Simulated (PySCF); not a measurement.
AlH, SMILES [AlH] (connectivity only; charge and spin as stated), neutral, multiplicity 1. Atoms are numbered in the order given.

```xyz
2

Al     0.0000     0.0000    -0.1188
H      0.0000     0.0000     1.5439
```
Charge 0, spin multiplicity 1.

Geometry optimised at r2SCAN-D4/def2-TZVPD.

Method: TDDFT-B3LYP/def2-TZVPD (PySCF 2.14.0).

Vertical excitations; the highest root listed may be one member of a degenerate set. Gas-phase values at a fixed geometry.

### Question
Estimate the UV-visible absorptions. (Estimate from the structure and the level; the computed values follow.)

### Answer

```
state  energy (eV)  λ (nm)      f                          main pairs
-----  -----------  ------  -----  ----------------------------------
S1            2.90     427  0.046          HOMO→LUMO (degenerate set)
S2            2.90     427  0.046        HOMO→LUMO+1 (degenerate set)
S3            5.28     235  0.168                    HOMO→LUMO+2 98 %
S4            6.35     195  0.451                    HOMO→LUMO+3 95 %
S5            6.45     192  0.085        HOMO→LUMO+5 (degenerate set)
S6            6.45     192  0.085        HOMO→LUMO+4 (degenerate set)
S7            6.45     192  0.000        HOMO→LUMO+7 (degenerate set)
S8            6.45     192  0.000        HOMO→LUMO+6 (degenerate set)
S9            7.63     163  0.517      HOMO−1→LUMO+1 (degenerate set)
S10           7.63     163  0.517        HOMO−1→LUMO (degenerate set)
T1            1.83     679      0          HOMO→LUMO (degenerate set)
T2            1.83     679      0        HOMO→LUMO+1 (degenerate set)
T3            4.90     253      0  HOMO→LUMO+3 51 %, HOMO→LUMO+2 46 %
T4            5.24     237      0  HOMO→LUMO+2 54 %, HOMO→LUMO+3 45 %
```
Triplets are in the Tamm–Dancoff approximation, which puts them higher than full response would, so one can lie above its singlet here.
